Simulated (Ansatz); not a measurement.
Ansatz (an electronic-structure program) input (PBE0/def2-TZVP):

Ansatz 0.2 input:
```yaml
crystal:
  periodic: [false, false, false]
  atoms:
    - {symbol: Au, position_ang: [-0.00000000, -0.00000000, -0.39913160]}
    - {symbol: Cl, position_ang: [0.00000000, 0.00000000, 1.85478802]}
basis:
  gaussian:
    orbitals: def2-TZVP
hamiltonian:
  xc: {name: PBE0}
relax: {f_tol: 0.003, max_steps: 100}
```

Output:

```
Functional definition: PBE0
integrals: 0.02 GiB planned
679 factors; their error is unknown
mean field: 0.19 GiB planned
mean field evaluation 1: about -16211.7147 eV, gradient 2.1e1 eV
mean field evaluation 2: about -16211.1441 eV, gradient 2.7e1 eV
mean field evaluation 4: about -16212.5470 eV, gradient 1.2e0 eV
mean field evaluation 8: about -16212.6291 eV, gradient 2.8e-2 eV
mean field -16212.62906869 eV, -595.8031289599 hartree, gradient 4.0e-5 eV, S^2 0.000000; 0 other end points of the search recorded, 0 dependent functions left out
the calculation of the forces begins
reference -16212.62909521 eV, -595.8031299344 hartree; 18, 18 occupied and 59, 59 virtual orbitals, 679 factors
relax step   1: F+E_penalty+E_count = -16212.62906869 eV  Δ(F+E_penalty+E_count) = +0.000e0 eV  max|allowed force component| = 3.968e-1 eV/Å  Δτ_max = 0.0000 Å  (26 SCF iters, accepted)
these checks for a lower state are left out or cut short: starts, cluster_reference, orbital_swaps, neighbouring_geometries, increment
integrals: 0.02 GiB planned
679 factors; their error is unknown
mean field: 0.19 GiB planned
mean field evaluation 16: about -16212.5531 eV, gradient 5.0e0 eV
mean field -16212.63483421 eV, -595.8033408385 hartree, gradient 6.5e-5 eV, S^2 0.000000; 0 other end points of the search recorded, 0 dependent functions left out
the calculation of the forces begins
reference -16212.63486057 eV, -595.8033418075 hartree; 18, 18 occupied and 59, 59 virtual orbitals, 679 factors
relax step   2: F+E_penalty+E_count = -16212.63483421 eV  Δ(F+E_penalty+E_count) = -5.766e-3 eV  max|allowed force component| = 4.131e-2 eV/Å  Δτ_max = 0.0129 Å  (29 SCF iters, accepted)
these checks for a lower state are left out or cut short: starts, cluster_reference, orbital_swaps, neighbouring_geometries, increment
integrals: 0.02 GiB planned
679 factors; their error is unknown
mean field: 0.19 GiB planned
mean field -16212.63489230 eV, -595.8033429734 hartree, gradient 7.5e-5 eV, S^2 0.000000; 0 other end points of the search recorded, 0 dependent functions left out
the calculation of the forces begins
reference -16212.63491865 eV, -595.8033439417 hartree; 18, 18 occupied and 59, 59 virtual orbitals, 679 factors
relax step   3: F+E_penalty+E_count = -16212.63489230 eV  Δ(F+E_penalty+E_count) = -5.809e-5 eV  max|allowed force component| = 1.411e-3 eV/Å  Δτ_max = 0.0015 Å  (30 SCF iters, accepted)
integrals: 0.02 GiB planned
679 factors; their error is unknown
mean field: 0.19 GiB planned
mean field evaluation 32: about -16212.5415 eV, gradient 2.8e0 eV
mean field -16212.63489230 eV, -595.8033429734 hartree, gradient 7.5e-5 eV, S^2 0.000000; 1 other end points of the search recorded, 0 dependent functions left out
the calculation of the forces begins
reference -16212.63491865 eV, -595.8033439417 hartree; 18, 18 occupied and 59, 59 virtual orbitals, 679 factors
Total energy: -16212.63491865 eV, -595.8033439417 hartree
Atom 0 at    -0.000000    -0.000000    -0.384738 Å, force    -0.000000    -0.000000    -0.001411 eV/Å
Atom 1 at     0.000000     0.000000     1.840394 Å, force     0.000000     0.000000     0.001411 eV/Å
Dipole moment:     0.000000    -0.000000    -0.813507 e Å
```
